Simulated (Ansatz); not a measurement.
Reactions of `B[Si](C)(C)F`.

Program: Ansatz. Geometries: PBE0-D4/def2-TZVP. ΔE: electronic, gas phase. CCSD(T)/CBS is the MP2 limit (def2-TZVPP, def2-QZVPP) plus CCSD(T) − MP2 in def2-TZVPP, frozen cores. This one scheme is used for every species, atoms too. Functionals use def2-TZVPP. No spin–orbit coupling; open shells (•) take unrestricted orbitals. Spin–orbit coupling would lower the free atoms: a little for B, C, F, Si. Bonds to Br are less sure, by a few kJ/mol each and by 10 to 20 or more in all where they break to atoms, as the def2 sets lack core-valence functions. Scalar relativity is left out up to krypton.

```csv
reaction,ωB97M-V (kJ/mol),r2SCAN-D4 (kJ/mol),PBE0-D4 (kJ/mol)
`B[Si](C)(C)F` + HBr → `C[Si](C)(F)Br` + BH₃,-140,-135,-130
`B[Si](C)(C)F` → `BF` + `C[Si]C`,195,219,211
`B[Si](C)(C)F` + HCl → `B[Si](C)(F)Cl` + CH₄,-117,-120,-116
`B[Si](C)(C)F` → B• + 2 C• + F• + 8 H• + Si•,4853,4858,4840
```

Q: Give the CCSD(T)/CBS values in the same order. (An estimate is asked.)

A: The calculation gave: -138, 204, -115, 4838 kJ/mol.

Largest T1 diagnostic: 0.014, for B•.
